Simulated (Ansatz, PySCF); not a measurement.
4-bromobuta-1,2-diene (C4H5Br), SMILES C=C=CCBr. Atoms are numbered in the order given.

```xyz
10

C      3.3905    -0.2601     0.7532
C      2.1708    -0.6686     0.5130
C      0.9407    -1.0749     0.2823
C     -0.2593    -0.4185     0.8686
Br    -1.3617     0.4552    -0.5322
H      3.8773     0.4810     0.1078
H      3.9663    -0.6461     1.6029
H      0.7716    -1.9364    -0.3783
H     -0.9431    -1.1400     1.3353
H      0.0021     0.3720     1.5824
```

Coordinates come from a r2SCAN-D4/def2-SVP optimisation. The values are those of a single conformer.

Two levels are set side by side: PBE-D3(BJ)/def2-SVP (Ansatz, a program for electronic structure) and r2SCAN-D4/def2-SVP (Ansatz). Each level has its own optimised geometry; the coordinates shown are those of the second. Frequencies come from the Hessian of PySCF at each geometry. Differences are taken from unrounded values.

| quantity | r2SCAN-D4 |
|---|---|
| mean bond length (Å) | 1.287 |
| bond C1–C2 (Å) | 1.309 |
| bond C2–C3 (Å) | 1.316 |
| bond C3–C4 (Å) | 1.488 |
| bond C4–Br5 (Å) | 1.985 |
| bond C1–H6 (Å) | 1.097 |
| bond C1–H7 (Å) | 1.097 |
| bond C3–H8 (Å) | 1.099 |
| bond C4–H9 (Å) | 1.098 |
| bond C4–H10 (Å) | 1.097 |
| highest harmonic wavenumber (cm⁻¹) | 3212 |
| mean harmonic wavenumber (cm⁻¹) | 1362 |
| zero-point energy (kcal/mol) | 46.72 |

What does PBE-D3(BJ) give, and how far is it from r2SCAN-D4? (An estimate is asked for; the answer gives what the named calculation found.)


```tsv
quantity	PBE-D3(BJ)	PBE-D3(BJ) minus r2SCAN-D4
mean bond length (Å)	1.294	0.007
bond C1–C2 (Å)	1.315	0.007
bond C2–C3 (Å)	1.322	0.006
bond C3–C4 (Å)	1.493	0.004
bond C4–Br5 (Å)	1.990	0.005
bond C1–H6 (Å)	1.104	0.007
bond C1–H7 (Å)	1.104	0.007
bond C3–H8 (Å)	1.106	0.007
bond C4–H9 (Å)	1.106	0.008
bond C4–H10 (Å)	1.104	0.007
highest harmonic wavenumber (cm⁻¹)	3139	-74
mean harmonic wavenumber (cm⁻¹)	1327	-35
zero-point energy (kcal/mol)	45.54	-1.19
```
